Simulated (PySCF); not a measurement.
**Heteronuclear NMR**

Cartesian coordinates in Å; atom numbers follow the order of the lines, from 1:
```xyz
19

C     2.1508   -0.7069    0.9784
Si    1.4652    0.2196   -0.5257
C    -0.3478    0.7569   -0.1399
C    -0.9854    1.4667   -1.3317
C    -1.1396   -0.4440    0.2650
C    -1.5937   -1.3048   -0.7598
N    -1.9486   -1.9892   -1.6082
C    -1.4154   -0.7850    1.5261
F    -1.0168   -0.0305    2.5622
H     1.6268   -1.6457    1.1396
H     3.2022   -0.9399    0.8431
H     2.0580   -0.1202    1.8884
H     2.2164    1.4510   -0.7922
H     1.4449   -0.6437   -1.7103
H    -0.3320    1.4448    0.7109
H    -0.4054    2.3473   -1.5968
H    -1.0262    0.8110   -2.1988
H    -2.0014    1.7841   -1.0973
H    -1.9619   -1.6623    1.8396
```

Non-relativistic, one conformer, gas phase, rapidly exchanging positions averaged. Structure optimised with GFN2-xTB; PBE0/pcSseg-1 with gauge-including orbitals; PySCF.

(1) What are the ¹⁹F shifts?

(2) What are the ²⁹Si shifts?

(3) What are the ¹⁵N shifts?

## Answers

(1) 
```csv
atoms,environment,σ (ppm),δ (ppm)
F9,vinylic fluorine,272.3,-99.7
```

Shieldings were converted by a linear fit to measured shifts: ¹⁹F: δ = 146.13 − 0.903σ +14.6 on sp3 carbon (rms 6.0 ppm, 223 shifts, 7.0 ppm with the 5 outliers that the fit left out vs CFCl3, solution or neat liquid). A few per cent of atoms miss by over 2 rms, more outside the fitted compound classes.

On a 600 MHz spectrometer ¹⁹F resonates near 564.6 MHz, so 1 ppm is 564.6 Hz.

(2) 
```csv
atoms,environment,σ (ppm),δ (ppm)
Si2,"silicon bonded to 2 C, 2 H",384.5,-36.1
```

Shieldings were converted by a linear fit to measured shifts: ²⁹Si (scatter 8.9 ppm rms, 25.8 ppm with the 6 outliers that the fit left out vs TMS, solution or neat liquid). A few per cent of atoms miss by over 2 rms, more outside the fitted compound classes.

On a 400 MHz spectrometer ²⁹Si resonates near 79.5 MHz, so 1 ppm is 79.5 Hz.

(3) 
```
atoms       environment  σ (ppm)  δ (ppm)
   N7  nitrile nitrogen    -57.7    -94.9
```

Shieldings were converted by a linear fit to measured shifts: ¹⁵N: δ = -148.07 − 0.921σ (rms 6.3 ppm, 71 shifts vs CH3NO2, solution or neat liquid). Occasional misses reach two or three times the rms, and more in compound classes unlike the fitted ones.

On a 400 MHz spectrometer ¹⁵N resonates near 40.5 MHz, so 1 ppm is 40.5 Hz.
